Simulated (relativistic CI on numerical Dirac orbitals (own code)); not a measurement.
Tl XV: sensitivity of the levels to the model

Base calculation: Dirac-Coulomb-Breit CI, KLI orbitals optimised for each configuration, a model potential for QED, unscaled Slater integrals.

Configuration list (outside the closed core [Kr] 4d10): 4f14.5s2.5p5, 4f14.5s.5p6, 4f14.5s2.5p4.5d, 4f13.5s2.5p6, 4f14.5s.5p5.5d, 4f14.5s2.5p4.5f, 4f14.5s2.5p4.5g, 4f14.5s.5p5.5f, 4f14.5s2.5p4.6s, 4f13.5s2.5p5.5d, 4f14.5p6.5d, 4f14.5s2.5p4.6p, 4f14.5s.5p4.5d2, 4f14.5s.5p5.5g, 4f14.5s2.5p3.5d.5f, 4f14.5s2.5p4.6d, 4f14.5p6.6s, 4f14.5s.5p5.6s, 4f13.5s2.5p5.6s, 4f14.5s.5p4.5d.6s, 4f14.5p6.5f, 4f14.5s2.5p3.5d2, 4f14.5s2.5p2.5d3, 4f14.5s.5p3.5d3, 4f14.5s2.5p2.5d2.5f, 4f14.5s2.5p2.5d2.5g, 4f14.5p5.5d2, 4f14.5p4.5d3, 4f13.5p6.5d2, 4f14.5p4.5d2.5f, 4f14.5p4.5d2.5g, 4f14.5s2.5p3.5d.6s, 4f14.5s2.5p2.5d2.6s, 4f14.5s.5p3.5d2.6s, 4f14.5s2.5p2.5d.5f.6s, 4f14.5s2.5p2.5d.5g.6s, 4f14.5s2.5p3.6s2, 4f14.5s2.5p2.5d.6s2, 4f14.5s.5p3.5d.6s2, 4f14.5s2.5p2.5f.6s2, 4f14.5s2.5p2.5g.6s2. Double excitations out of closed p, d and f shells are left out; levels of such configurations are missing from the list, as are those of other unlisted configurations, and high levels can miss mixing partners. Some configurations lack a partner that the ground configuration has and come out too high, among them 4f14.5s.5p5.5f, 4f13.5s2.5p5.5d, 4f14.5s2.5p4.6p, 4f14.5s.5p5.5g, 4f14.5s2.5p4.6d.

The lowest level and the first level of each name with at least 55 % of one term (blank where a level has no safe partner in the second run):

```
                 Level  Base (cm⁻¹)  Shift (cm⁻¹)
  4f14.5s2.5p5 2P°_3/2            0             0
  4f14.5s2.5p5 2P°_1/2       197598       -197598
4f14.5s2.5p4.5d 4F_9/2       550072        -55470
4f14.5s2.5p4.5d 2D_3/2       555775              
  4f13.5s2.5p6 2F°_7/2       578559       +178175
  4f13.5s2.5p6 2F°_5/2       614803       +141931
4f14.5s2.5p4.5d 4D_1/2       689736              
4f14.5s2.5p4.5d 2G_7/2       728273              
4f14.5s2.5p4.5d 2G_9/2       757100       -239924
4f14.5s2.5p4.6s 4P_5/2       994570              
4f14.5s2.5p4.6s 2P_3/2      1003963              
4f14.5s.5p5.5d 4P°_1/2      1026970       -256934
4f14.5s2.5p4.6s 2S_1/2      1030718
```

At this charge transitions that keep the count of f electrons are usually good to a few per cent. Levels and lines within the n = 5 or 6 shells can be off by up to 10 % or somewhat more, and those that change n by about 2 %, since core polarisation is missing. Levels that differ in their count of f electrons can be misplaced by several ten thousand cm⁻¹, since the correlation energy of f electrons is missing or only estimated; rates across such gaps can be off by orders of magnitude.

Q: One thing was changed in a second run, which moved the levels as shown. Which?
A. configuration mixing switched off
B. valence Slater integrals scaled by 0.9
C. QED terms removed
D. Breit term removed
E. non-relativistic limit

A: E. Non-relativistic limit. Without relativity the fine structure collapses and s electrons lose their extra binding.

LS names give the leading component of a level, which can be under half, so a name can repeat, a term be missing and a line seem to break the LS rules.
